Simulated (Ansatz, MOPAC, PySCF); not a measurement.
Precursor series Zn CH3-Br. Gas-phase values, no solvent. One relaxed conformer stands for each flexible species; it need not be the lowest.

Quantity: redistribution energy (mixed species minus the weighted end members), in kJ/mol. Semi-empirical values (MOPAC) are differences of heats of formation.

Level 1: frozen-core MP2/def2-TZVPP // PBE-D3(BJ)/def2-SVP (Ansatz, an electronic-structure program)
Level 2: BP86/6-31G* (LANL2DZ on Zn) // PBE-D3(BJ)/def2-SVP (PySCF)
Level 3: PBE/6-31G* (LANL2DZ on Zn) // PBE-D3(BJ)/def2-SVP (PySCF)
Level 4: AM1 // PBE-D3(BJ)/def2-SVP (MOPAC)

```
species                                   level 2  level 3  level 4
----------------------------------------  -------  -------  -------
1 of 2 CH3 replaced by Br: [Zn(CH3)(Br)]   -20.59   -20.41    -8.59
```

What does level 1 give for each?


- 1 of 2 CH3 replaced by Br: [Zn(CH3)(Br)]: -15.68
